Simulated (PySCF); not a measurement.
BrGaH₃N, SMILES [NH2][GaH][Br]. Atoms are numbered in the order given.

```xyz
6

Ga     0.4140    -0.8846     0.0000
H      1.8953    -1.3367     0.0000
Br    -0.1344     1.3526     0.0000
N     -1.0136    -1.9889     0.0000
H     -1.9742    -1.6579     0.0000
H     -0.9546    -3.0031     0.0000
```
Charge 0, spin multiplicity 1.

The structure is a stationary point at TPSSh-D3(BJ)/def2-SVP. The values are those of a single conformer.

These are TDA-PBE/def2-SVPD (PySCF) values and carry that method's errors.

Vertical excitations. Gas-phase values at a fixed geometry. State labels are in the subgroup Cs.

```json
[
 {"state": "S1", "symmetry": "A\"", "energy (eV)": "5.26", "λ (nm)": "236", "f": "0.001", "main pairs": "HOMO−1→LUMO 98 %"},
 {"state": "S2", "symmetry": "A\"", "energy (eV)": "5.27", "λ (nm)": "235", "f": "0.005", "main pairs": "HOMO→LUMO+1 97 %"},
 {"state": "S3", "symmetry": "A'", "energy (eV)": "5.48", "λ (nm)": "226", "f": "0.063", "main pairs": "HOMO→LUMO 73 %, HOMO−1→LUMO+1 11 %"},
 {"state": "S4", "symmetry": "A'", "energy (eV)": "5.83", "λ (nm)": "213", "f": "0.057", "main pairs": "HOMO−1→LUMO+1 82 %"},
 {"state": "S5", "symmetry": "A\"", "energy (eV)": "6.02", "λ (nm)": "206", "f": "0.006", "main pairs": "HOMO→LUMO+2 88 %"},
 {"state": "S6", "symmetry": "A'", "energy (eV)": "6.13", "λ (nm)": "202", "f": "0.077", "main pairs": "HOMO−2→LUMO 71 %, HOMO→LUMO 14 %"},
 {"state": "S7", "symmetry": "A\"", "energy (eV)": "6.20", "λ (nm)": "200", "f": "0.082", "main pairs": "HOMO−2→LUMO+1 86 %"},
 {"state": "S8", "symmetry": "A'", "energy (eV)": "6.56", "λ (nm)": "189", "f": "0.020", "main pairs": "HOMO−1→LUMO+2 94 %"},
 {"state": "S9", "symmetry": "A\"", "energy (eV)": "6.65", "λ (nm)": "186", "f": "0.006", "main pairs": "HOMO−3→LUMO 94 %"},
 {"state": "S10", "symmetry": "A\"", "energy (eV)": "6.78", "λ (nm)": "183", "f": "0.013", "main pairs": "HOMO→LUMO+3 94 %"},
 {"state": "T1", "symmetry": "A'", "energy (eV)": "4.40", "λ (nm)": "282", "f": "0", "main pairs": "HOMO→LUMO 98 %"},
 {"state": "T2", "symmetry": "A\"", "energy (eV)": "4.96", "λ (nm)": "250", "f": "0", "main pairs": "HOMO→LUMO+1 99 %"},
 {"state": "T3", "symmetry": "A\"", "energy (eV)": "5.14", "λ (nm)": "241", "f": "0", "main pairs": "HOMO−1→LUMO 99 %"},
 {"state": "T4", "symmetry": "A'", "energy (eV)": "5.35", "λ (nm)": "232", "f": "0", "main pairs": "HOMO−2→LUMO 97 %"}
]
```
Triplets are in the Tamm–Dancoff approximation.
